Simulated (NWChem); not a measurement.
Species: ZnH$_{2}$SeS; SMILES [SH][Zn][SeH]

```xyz
5

Zn    -0.0106     0.5244    -0.0170
S     -0.0050     2.7034    -0.0420
H     -0.1029     2.7797     1.3053
Se    -0.0277    -1.7639    -0.0061
H      1.4427    -1.7934     0.0813
```
Atoms are numbered in this order, from 1.

All runs: NWChem. Structure relaxed at the PBE0/def2-SVP level. Ions are spin-unrestricted doublets at the neutral geometry; other ion states weren't tried.

Q: Estimate the computed values for LRC-wPBEh/def2-SVP. Quantities: vertical ionisation energy, ΔSCF (eV); −ε(HOMO) (eV).

A: 
* **vertical ionisation energy, ΔSCF (eV)**: 9.71
* **−ε(HOMO) (eV)**: 8.83
